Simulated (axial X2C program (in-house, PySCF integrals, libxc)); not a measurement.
Spin–orbit effects down a group: molecules with C, PBE0

All values come from calculations with an in-house relativistic program for diatomic molecules, spin-free (one-electron X2C) or two-component (2c: spin–orbit coupling with atomic mean-field Coulomb and Gaunt terms, which also bring small scalar terms), in Dyall basis sets with cores contracted in-house; open shells are unrestricted.

Basis sets: C dyall-v3z, Ni dyall-cv3z, Pd dyall-cv3z, Pt dyall-cv3z.

```csv
molecule,spin-free state,Re (Å),ωe (cm⁻¹),De (eV),2c state,Re 2c (Å),ωe 2c (cm⁻¹),De 2c (eV)
NiC,"M_S = 0, Λ = 0",1.583,986.0,3.14,Ω = 0,1.583,984.3,n/a
PdC,"M_S = 1, Λ = 1",1.742,768.5,3.16,Ω = 2,1.745,764.2,3.12
PtC,"M_S = 0, Λ = 0",1.660,1109.5,6.17,Ω = 0,1.663,1093.6,5.91
```

Each entry is the lowest single determinant of a limited PBE0 search at one distance. De goes to single-determinant-based atoms at the same level (for ions the charge split of lowest energy) and is withheld (n/a) where an atom does not fit its ground term or J level. Main or longest-lived isotopes. One determinant is a doubtful description, or other states lie close, for NiC, PdC; these need not be ground states, and all values refer to the states named. Some open-shell Ω = 0 determinants are out of reach, so the Ω given for PdC need not be the lowest component. With several unpaired electrons the Ω given is that of one determinant, not necessarily of the lowest component. Some light 2c atoms are not at their ground J level, so De misses part of their lowering (0.04 eV or less). The functionals have no current term, which raises determinants with orbital currents.
